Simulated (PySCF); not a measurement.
System (SMILES): P#N (N-P).
Geometry (B3LYP-D3(BJ)/def2-TZVP, fixed):
```xyz
2

N      0.0000     0.0000    -1.0110
P      0.0000     0.0000     0.4718
```
Charge 0, spin multiplicity 1.

How fast the isotropic shielding of N1 converges with the basis for several methods (PySCF): deviation from each method's own reference, in ppm. References: HF -474.70 ppm, the value in pcSseg-3; PBE -403.33 ppm, the value in pcSseg-3; PBE0 -424.85 ppm, the value in pcSseg-3. All functions are spherical. No added dispersion term, no relativity. GIAO; atoms are numbered in the order shown.

```json
[
 {"basis": "pcSseg-0", "functions": "22", "HF": "-167.34", "PBE": "-25.70", "PBE0": "[?]"},
 {"basis": "pcseg-0", "functions": "22", "HF": "-38.90", "PBE": "73.92", "PBE0": "[?]"},
 {"basis": "def2-SVP", "functions": "32", "HF": "34.32", "PBE": "57.74", "PBE0": "[?]"},
 {"basis": "def2-SVPD", "functions": "44", "HF": "58.65", "PBE": "73.83", "PBE0": "[?]"},
 {"basis": "6-311+G**", "functions": "52", "HF": "7.01", "PBE": "32.61", "PBE0": "[?]"},
 {"basis": "def2-TZVPD", "functions": "80", "HF": "11.26", "PBE": "25.33", "PBE0": "[?]"},
 {"basis": "aug-cc-pV(T+d)Z", "functions": "101", "HF": "21.23", "PBE": "32.48", "PBE0": "[?]"},
 {"basis": "cc-pCVTZ", "functions": "102", "HF": "7.14", "PBE": "3.22", "PBE0": "[?]"},
 {"basis": "pcseg-3", "functions": "124", "HF": "-9.06", "PBE": "4.12", "PBE0": "[?]"},
 {"basis": "def2-QZVPPD", "functions": "139", "HF": "3.53", "PBE": "14.69", "PBE0": "[?]"},
 {"basis": "pcSseg-3", "functions": "148", "HF": "0.00", "PBE": "0.00", "PBE0": "[?]"},
 {"basis": "cc-pV(5+d)Z", "functions": "191", "HF": "2.44", "PBE": "4.91", "PBE0": "[?]"}
]
```

Task: Fill in the missing entries.

Result: 
- pcSseg-0, PBE0: -51.94
- pcseg-0, PBE0: 54.21
- def2-SVP, PBE0: 52.61
- def2-SVPD, PBE0: 70.16
- 6-311+G**, PBE0: 27.51
- def2-TZVPD, PBE0: 21.98
- aug-cc-pV(T+d)Z, PBE0: 30.02
- cc-pCVTZ, PBE0: 4.68
- pcseg-3, PBE0: 1.11
- def2-QZVPPD, PBE0: 11.99
- pcSseg-3, PBE0: 0.00
- cc-pV(5+d)Z, PBE0: 4.41

Mean absolute deviation over 6-311+G**, def2-TZVPD, aug-cc-pV(T+d)Z, cc-pCVTZ: HF 11.66, PBE0 21.05, PBE 23.41 ppm.
